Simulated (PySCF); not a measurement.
**How methods differ on the excitation energy of Ru+**

Ru+ [Kr] 4d7 (4F) → Ru+ [Kr] 4d6 5s1 (6D), as a difference of total energies. Computed with PySCF 2.14 in x2c-QZVPPall, with the spin-free X2C one-electron Hamiltonian (Gaussian nucleus). Correlated levels: valence: [Kr] frozen; valence and next inner shell: [Ar] 3d10 frozen. The calculations carry no spin-orbit coupling.

Task: Order these methods by the excitation energy they give, lowest first.
A. LC-wPBE
B. UHF
C. SCS-MP2 (valence)
D. MP2 (valence)

Result: B (0.360 eV), D (1.074 eV), A (1.257 eV), C (1.581 eV).

Errors of the correlated levels include the incompleteness of this basis and the frozen core.

The basis was made for the ground configuration and has no added diffuse functions, so the excitation energy can come out too high.

For comparison: 1.090 eV (measured; NIST levels, between the centres of gravity of the two terms).
